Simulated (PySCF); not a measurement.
Electron correlation in Mo (molybdenum, neutral)

[Kr] 4d4 5s2, high-spin 5D determinant (an excited configuration). All numbers are calculated (PySCF 2.14, scalar relativity through the core potential, in def2-QZVPPD with the def2 core potential (28 electrons)). Frozen: nothing; 14 electrons correlated.

```json
{"level": "CCSD", "correlation energy (mhartree)": "-420.75"}
{"level": "(T)", "correlation energy (mhartree)": "-17.08"}
{"level": "CCSD(T)", "correlation energy (mhartree)": "-437.83"}
```

Diagnostics: T1 = 0.026, D1 = 0.1268, largest double amplitude 0.066.

Cost of the coupled-cluster step: about 60 core-seconds, for 14 correlated electrons.

Iterations:

```
CC2 = 0
CCSD nocc = (np.int64(9), np.int64(5)), nmo = (81, 81)
frozen orbitals [[], []]
max_cycle = 100
direct = 0
conv_tol = 1e-08
conv_tol_normt = 1e-06
diis_space = 8
diis_start_cycle = 0
Init t2, MP2 energy = -0.410633738995634
Init E_corr(UCCSD) = -0.410633739027648
cycle = 1  E_corr(UCCSD) = -0.40913076514323  dE = 0.00150297388  norm(t1,t2) = 0.0949128
cycle = 2  E_corr(UCCSD) = -0.418438644998899  dE = -0.00930787986  norm(t1,t2) = 0.0308986
cycle = 3  E_corr(UCCSD) = -0.419497789348273  dE = -0.00105914435  norm(t1,t2) = 0.0183846
cycle = 4  E_corr(UCCSD) = -0.42072869817429  dE = -0.00123090883  norm(t1,t2) = 0.00745447
cycle = 5  E_corr(UCCSD) = -0.420553046219959  dE = 0.000175651954  norm(t1,t2) = 0.00476848
cycle = 6  E_corr(UCCSD) = -0.420774290888303  dE = -0.000221244668  norm(t1,t2) = 0.00273083
cycle = 7  E_corr(UCCSD) = -0.420800251803762  dE = -2.59609155e-05  norm(t1,t2) = 0.00178466
cycle = 8  E_corr(UCCSD) = -0.420718122088373  dE = 8.21297154e-05  norm(t1,t2) = 0.00122826
cycle = 9  E_corr(UCCSD) = -0.420748370759426  dE = -3.02486711e-05  norm(t1,t2) = 0.000658168
cycle = 10  E_corr(UCCSD) = -0.420752505565365  dE = -4.13480594e-06  norm(t1,t2) = 0.000203609
cycle = 11  E_corr(UCCSD) = -0.420749997208367  dE = 2.508357e-06  norm(t1,t2) = 0.000109526
cycle = 12  E_corr(UCCSD) = -0.420750703482982  dE = -7.06274614e-07  norm(t1,t2) = 5.31507e-05
cycle = 13  E_corr(UCCSD) = -0.42075069475595  dE = 8.72703132e-09  norm(t1,t2) = 1.94428e-05
cycle = 14  E_corr(UCCSD) = -0.420750781614285  dE = -8.68583352e-08  norm(t1,t2) = 8.56829e-06
cycle = 15  E_corr(UCCSD) = -0.420750763987079  dE = 1.76272066e-08  norm(t1,t2) = 3.05168e-06
cycle = 16  E_corr(UCCSD) = -0.420750706897742  dE = 5.70893371e-08  norm(t1,t2) = 1.23856e-06
cycle = 17  E_corr(UCCSD) = -0.420750756649061  dE = -4.97513196e-08  norm(t1,t2) = 4.52995e-07
cycle = 18  E_corr(UCCSD) = -0.420750755587417  dE = 1.06164377e-09  norm(t1,t2) = 1.45757e-07
UCCSD converged
E(UCCSD) = -67.90754494175883  E_corr = -0.4207507555874175
UCCSD(T) correction = -0.0170830892881658
```

The basis has no tight functions for the innermost shells, so their pair energies are far from complete.

This basis was not built for core-valence correlation, so the inner-shell part is incomplete.
